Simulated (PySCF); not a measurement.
Isomers of C5H8O3.

All values: PBE0/pcSseg-1 (PySCF) at GFN2-xTB geometries, gas phase, one conformer each.

(1) Rank by dipole moment, lowest first.
A. `[CH3:1][C:2](=[O:3])[CH:4]1[O:5][CH2:6][CH2:7][O:8]1` with C1–C2–C4–O5 -59°, C2–C4–O5–C6 156°, C4–O5–C6–C7 -22°, O5–C6–C7–O8 1°, C6–C7–O8–C4 21°
B. `[O:1]=[CH:2][C@@H:3]1[CH2:4][O:5][C@@H:6]1[CH2:7][OH:8]` with O1–C2–C3–C4 177°, O5–C6–C7–O8 -52°, C6–C7–O8–H 55°
C. `[CH3:1][CH2:2][O:3][C@H:4]1[O:5][CH2:6][C:7]1=[O:8]` with C1–C2–O3–C4 179°, C2–O3–C4–O5 74°
D. `[CH3:1][C:2](=[O:3])[O:4][C@H:5]([CH3:6])[CH:7]=[O:8]` with C1–C2–O4–C5 -175°, C2–O4–C5–C6 -167°, O4–C5–C7–O8 5°

(2) Rank by the highest Hirshfeld charge on any atom, highest value first.
A. `[CH3:1][C:2](=[O:3])[CH:4]1[O:5][CH2:6][CH2:7][O:8]1` with C1–C2–C4–O5 -59°, C2–C4–O5–C6 156°, C4–O5–C6–C7 -22°, O5–C6–C7–O8 1°, C6–C7–O8–C4 21°
B. `[CH3:1][C:2](=[O:3])[O:4][C@H:5]([CH3:6])[CH:7]=[O:8]` with C1–C2–O4–C5 -175°, C2–O4–C5–C6 -167°, O4–C5–C7–O8 5° (2-acetoxypropanal)
C. `[O:1]=[CH:2][C@@H:3]1[CH2:4][O:5][C@@H:6]1[CH2:7][OH:8]` with O1–C2–C3–C4 177°, O5–C6–C7–O8 -52°, C6–C7–O8–H 55°

(3) Rank by LUMO energy, lowest first.
A. `[CH3:1][CH2:2][O:3][C@H:4]1[O:5][CH2:6][C:7]1=[O:8]` with C1–C2–O3–C4 179°, C2–O3–C4–O5 74°
B. `[CH3:1][C:2](=[O:3])[CH:4]1[O:5][CH2:6][CH2:7][O:8]1` with C1–C2–C4–O5 -59°, C2–C4–O5–C6 156°, C4–O5–C6–C7 -22°, O5–C6–C7–O8 1°, C6–C7–O8–C4 21°
C. `[CH3:1][C:2](=[O:3])[O:4][C@H:5]([CH3:6])[CH:7]=[O:8]` with C1–C2–O4–C5 -175°, C2–O4–C5–C6 -167°, O4–C5–C7–O8 5°

Answers

(1) C (2.01 D), B (2.85 D), D (3.28 D), A (4.05 D).

(2) B (+0.217 e), A (+0.170 e), C (+0.156 e).

(3) A (-1.21 eV), C (-0.86 eV), B (-0.71 eV).

All values together:

| SMILES | μ (D) | HOMO (eV) | LUMO (eV) | lowest IAO charge (e) | highest IAO charge (e) | lowest Hirshfeld charge (e) | highest Hirshfeld charge (e) |
| --- | --- | --- | --- | --- | --- | --- | --- |
| O=C[C@@H]1CO[C@@H]1CO | 2.85 | -7.29 | -0.69 | -0.533 (O) | +0.350 (H) | -0.228 (O) | +0.156 (H) |
| CC(=O)C1OCCO1 | 4.05 | -7.31 | -0.71 | -0.485 (C) | +0.399 (C) | -0.222 (O) | +0.170 (C) |
| CCO[C@H]1OCC1=O | 2.01 | -7.66 | -1.21 | -0.437 (O) | +0.383 (C) | -0.209 (O) | +0.165 (C) |
| CC(=O)O[C@H](C)C=O | 3.28 | -7.63 | -0.86 | -0.476 (C) | +0.534 (C) | -0.261 (O) | +0.217 (C) |

Conformers: `[O:1]=[CH:2][C@@H:3]1[CH2:4][O:5][C@@H:6]1[CH2:7][OH:8]` with O1–C2–C3–C4 177°, O5–C6–C7–O8 -52°, C6–C7–O8–H 55°; `[CH3:1][C:2](=[O:3])[CH:4]1[O:5][CH2:6][CH2:7][O:8]1` with C1–C2–C4–O5 -59°, C2–C4–O5–C6 156°, C4–O5–C6–C7 -22°, O5–C6–C7–O8 1°, C6–C7–O8–C4 21°; `[CH3:1][CH2:2][O:3][C@H:4]1[O:5][CH2:6][C:7]1=[O:8]` with C1–C2–O3–C4 179°, C2–O3–C4–O5 74°; `[CH3:1][C:2](=[O:3])[O:4][C@H:5]([CH3:6])[CH:7]=[O:8]` with C1–C2–O4–C5 -175°, C2–O4–C5–C6 -167°, O4–C5–C7–O8 5°.
